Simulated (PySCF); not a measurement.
C6H10, SMILES C1CC=C(C)C1. Atoms are numbered in the order given.

```xyz
16

C      2.2289     0.2947    -0.0411
C      0.7437     0.1555    -0.0446
C     -0.1693     1.0901    -0.3668
C     -1.5761     0.5541    -0.3200
C     -1.4117    -0.7706     0.4567
C      0.0674    -1.1615     0.2714
H      2.5469     1.3084    -0.3264
H      2.6477     0.0683     0.9555
H      2.6947    -0.4220    -0.7411
H      0.0759     2.1097    -0.6824
H     -1.9596     0.3837    -1.3465
H     -2.2936     1.2423     0.1602
H     -2.1148    -1.5547     0.1348
H     -1.6011    -0.5832     1.5270
H      0.4964    -1.6614     1.1583
H      0.2102    -1.8657    -0.5735
```

Geometry: r2SCAN-D4/def2-SVP. One conformer was computed; it need not be the lowest.

Level of theory: PySCF with r2SCAN-D4/def2-SVP.

Harmonic, unscaled wavenumbers; measured fundamentals usually lie a few per cent lower.

```tsv
mode	ν (cm⁻¹)	IR (km/mol)	moving atoms (share of kinetic energy)
1	155	0.1	H 57 %, C 43 %
2	181	1.1	H 89 %, C 11 %
3	245	2.6	C 51 %, H 49 %
4	322	0.6	C 62 %, H 38 %
5	439	4.2	C 55 %, H 45 %
6	578	0.2	C 70 %, H 30 %
7	646	1.8	C 57 %, H 43 %
8	800	11.6	H 65 %, C 35 %
9	831	2.1	H 59 %, C 41 %
10	877	0.6	C 50 %, H 50 %
11	897	0.2	C 56 %, H 44 %
12	921	1.0	C 59 %, H 41 %
13	941	1.7	C 51 %, H 49 %
14	1004	6.6	H 69 %, C 31 %
15	1013	8.6	H 69 %, C 31 %
16	1038	3.3	H 56 %, C 44 %
17	1071	0.5	H 55 %, C 45 %
18	1135	2.1	H 80 %, C 20 %
19	1166	0.4	H 50 %, C 50 %
20	1216	1.6	H 80 %, C 20 %
21	1243	1.3	H 60 %, C 40 %
22	1258	1.9	H 70 %, C 30 %
23	1311	1.9	H 59 %, C 41 %
24	1319	1.1	H 62 %, C 38 %
25	1349	1.4	C 50 %, H 50 %
26	1389	2.8	H 62 %, C 38 %
27	1445	8.6	H 95 %
28	1447	1.9	H 94 %
29	1451	2.1	H 92 %, C 8 %
30	1456	8.7	H 95 %
31	1472	2.3	H 90 %, C 10 %
32	1719	4.0	C 93 %
33	2992	32.1	H 94 %
34	2993	57.9	H 94 %
35	3012	41.7	H 97 %
36	3045	12.6	H 93 %
37	3058	31.6	H 91 %, C 9 %
38	3066	44.1	H 92 %, C 8 %
39	3083	15.7	H 91 %, C 9 %
40	3112	30.7	H 90 %, C 10 %
41	3137	15.8	H 91 %, C 9 %
42	3180	15.1	H 91 %, C 9 %
```
